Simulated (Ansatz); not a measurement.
`[CH3][Mg][OH]` + `B[Si](O)(O)F` → `B[Si](O)(F)OC` + `[OH][MgH]`  (substitution at a C–Mg bond)

Computed with Ansatz on PBE0-D4/def2-TZVP structures; ΔE is electronic, products minus reactants. CCSD(T)/CBS adds triple-zeta CCSD(T) − MP2 to the extrapolated MP2 energy (def2 sets, frozen cores). Functionals use def2-TZVPP. For Mg outer-core shells are correlated without core-valence functions, which leaves a few kJ/mol of doubt a bond. Each species was taken in one conformer, which may not be the lowest.

(1) Is it downhill or uphill in electronic energy at CCSD(T)/CBS, and by how much? (An estimate is asked.)

(2) What do these levels give: PBE-D4, r2SCAN-D4, ωB97M-V, B2PLYP, PBE, r2SCAN, PBE0, SCS-MP2/def2-TZVPP, MP2/def2-QZVPP, HF/CBS(def2), MP2/CBS(def2), CCSD/CBS(def2)? (An estimate is asked.)

Largest T1 diagnostic among the species: 0.012.

Results:

(1) Ansatz gave: Uphill: ΔE = +21.7 kcal/mol.

(2) Ansatz gave: PBE-D4 19.9, r2SCAN-D4 20.0, ωB97M-V 19.5, B2PLYP 20.4, PBE 20.7, r2SCAN 20.3, PBE0 20.3, SCS-MP2/def2-TZVPP 20.3, MP2/def2-QZVPP 23.2, HF/CBS(def2) 15.3, MP2/CBS(def2) 23.9, CCSD/CBS(def2) 21.3 kcal/mol.

In def2-TZVPP, CCSD(T) changes the Hartree–Fock value by +4.7 kcal/mol (the triples alone add +0.3 kcal/mol) and MP2 by +6.9 kcal/mol. The D4 term adds −1.4 kcal/mol with B3LYP and −0.8 kcal/mol with PBE0; it sums over pairs of atoms, weighted by their polarisabilities, and B3LYP, whose exchange is more repulsive, gets the larger term.

B3LYP here is the variant with VWN-RPA as its local correlation; programs differ in this.
